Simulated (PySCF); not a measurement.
BClBr₂, SMILES BrB(Br)Cl. Geometry: PBE0-D3(BJ)/def2-SVP.

Level of theory: PBE0-D3(BJ)/def2-SVP run with PySCF.

Harmonic wavenumbers (cm⁻¹): 168, 199, 353, 408, 862, 955. Rotational constants (GHz): 2.382, 1.168, 0.7838; symmetry number 2.

Problem. Work out the zero-point energy and the ideal-gas rigid-rotor harmonic-oscillator thermochemistry at 298.15 K and 1 atm.

Solution. ZPE = ½ Σ hcν = ½ × 2946 cm⁻¹ = 17.62 kJ/mol. H − E(el) = 32.63 kJ/mol. Entropy in J/(mol K): translation 175.20, rotation 117.16, vibration 29.09, total 321.45. G − E(el) = -63.21 kJ/mol. Cp = 65.59 J/(mol K).
